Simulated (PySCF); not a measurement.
A structure optimised at PBE-D3(BJ)/def2-SVP, used in a PySCF frequency run:

```xyz
10

O     -1.7464     0.0529     1.3351
Si    -0.6461     0.5370     0.1741
C      1.2376     0.4879     0.5854
N      1.8375    -0.2713    -0.2748
C      0.8582    -0.8528    -1.2077
N     -0.4025    -0.6206    -1.1703
H     -1.6529    -0.8624     1.6529
H     -1.1254     1.8692    -0.3045
H      1.8529     1.0075     1.3453
H      1.3216    -1.5228    -1.9618
```
Charge 0, spin multiplicity 1.

Problem. Write its SMILES and formula.

Solution. O[Si@H]1C=NC=N1, C2H4N2OSi

Problem. What are its rotational constants (standard atomic weights)?

Solution. 6.1210, 2.6105, 2.0699 GHz
